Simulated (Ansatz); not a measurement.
Geometry optimisation, RKS LDA/def2-SVP (Ansatz 0.2.0).

input.yaml

```yaml
crystal:
  periodic: [false, false, false]
  atoms:
    - { symbol: Zr, position_ang: [0.0, 0.0, 0.0] }
    - { symbol: Cl, position_ang: [0.0, 0.0, 2.52] }
    - { symbol: Cl, position_ang: [2.3764, 0.0, -0.8392] }
    - { symbol: Cl, position_ang: [-1.1869, 2.0563, -0.8392] }
    - { symbol: F, position_ang: [-0.9326, -1.6157, -0.6593] }
basis:
  gaussian: { orbitals: def2-SVP }
hamiltonian:
  xc: lda
relax:
  f_tol: 0.02
  max_steps: 40
```

Run as:

```bash
$ ansatz run input.yaml --threads 2 --pin off --max-ram 3072MiB --backend cpu --events-out ev --progress --plain --runs-dir out
```

Problem. Where does it end, and by what steps?

Solution. It converged. After 3 steps the energy has fallen by 1.055 eV; Cl3 moved furthest, 0.20 Å.

```
step  energy less start (eV)  largest force component (eV/Å)  accepted
   0                  0.0000                           2.543       yes
   1                 -1.0504                           0.453       yes
   2                 -1.0547                           0.081       yes
   3                 -1.0549                           0.006       yes
```

```xyz
5
Properties=species:S:1:pos:R:3
Zr 0.013 0.021 0.009
Cl 0.007 0.013 2.323
Cl 2.193 0.012 -0.767
Cl -1.085 1.904 -0.767
F -0.871 -1.510 -0.616
```

Run time: 4.8 s on 2 threads of AMD EPYC 7R43 64-Core Processor (Zen 3), with other jobs on the host, peak memory 0.16 GiB.
